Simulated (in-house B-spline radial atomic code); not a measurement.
Ionisation energies with and without relativity, with size and susceptibility from the Dirac run. Dirac energy differences include first-order Breit, QED and recoil terms. NIST's values go from ground level to ground level; the uncertainty of those that are theory runs from under 0.1 % in few-electron ions to several per cent in heavy many-electron ones. Computed with a B-spline radial code for spherical atoms: non-relativistic Hartree-Fock and Dirac-Hartree-Fock, averages of the configuration (point nuclei without relativity, finite nuclei with it).

Some pairs differ by more than the removed electron.

```csv
ion,configuration,configuration after,ionisation non-relativistic (eV),ionisation Dirac Breit and QED (eV),tabulated value (eV),tabulated kind,radius at density 0.001 (bohr),diamagnetic susceptibility (10⁻⁶ cm³/mol)
Rh,[Kr] 4d8 5s1,[Kr] 4d8,5.712,6.074,7.4589,measured,4.429,-41.476
Pd,[Kr] 4d10,[Kr] 4d9,?,?,?,measured,?,?
Ag,[Kr] 4d10 5s1,[Kr] 4d10,5.909,6.332,7.576234,measured,4.286,-38.932
Cd,[Kr] 4d10 5s2,[Kr] 4d10 5s1,6.926,7.342,8.99382,measured,4.499,-41.462
In,[Kr] 4d10 5s2 5p1,[Kr] 4d10 5s2,5.191,5.131,5.786356,measured,4.73,-47.46
Sn,[Kr] 4d10 5s2 5p2,[Kr] 4d10 5s2 5p1,?,?,?,measured,?,?
Sb,[Kr] 4d10 5s2 5p3,[Kr] 4d10 5s2 5p2,7.669,7.624,8.608389,measured,4.734,-49.711
Te,[Kr] 4d10 5s2 5p4,[Kr] 4d10 5s2 5p3,8.960,8.923,9.009808,measured,4.639,-49.569
I,[Kr] 4d10 5s2 5p5,[Kr] 4d10 5s2 5p4,10.297,10.270,10.45124,measured,4.528,-49.108
Xe,[Kr] 4d10 5s2 5p6,[Kr] 4d10 5s2 5p5,?,?,?,measured,?,?
Cs,[Xe] 6s1,[Kr] 4d10 5s2 5p6,3.356,3.475,3.893906,measured,4.627,-74.134
Ba,[Xe] 6s2,[Xe] 6s1,4.134,4.277,5.211665,measured,5.56,-82.027
La,[Xe] 5d1 6s2,[Xe] 5d2,3.883,4.910,5.5769,measured,5.544,-79.984
Ce,[Xe] 4f1 5d1 6s2,[Xe] 4f1 5d2,4.007,5.082,5.5386,measured,5.506,-78.096
Pr,[Xe] 4f3 6s2,[Xe] 4f3 6s1,4.307,4.499,5.4702,semi-empirical,5.459,-76.266
```

**Question.** Fill in the row of Pd.

**Answer.** ionisation non-relativistic (eV): 6.669; ionisation Dirac Breit and QED (eV): 6.453; tabulated value (eV): 8.336839; radius at density 0.001 (bohr): 3.962; diamagnetic susceptibility (10⁻⁶ cm³/mol): -34.041.

**Question.** Fill in the row of Sn.

**Answer.** ionisation non-relativistic (eV): 6.418; ionisation Dirac Breit and QED (eV): 6.366; tabulated value (eV): 7.343918; radius at density 0.001 (bohr): 4.786; diamagnetic susceptibility (10⁻⁶ cm³/mol): -49.247.

**Question.** Fill in the row of Xe.

**Answer.** ionisation non-relativistic (eV): 11.685; ionisation Dirac Breit and QED (eV): 11.668; tabulated value (eV): 12.12984; radius at density 0.001 (bohr): 4.414; diamagnetic susceptibility (10⁻⁶ cm³/mol): -48.469.
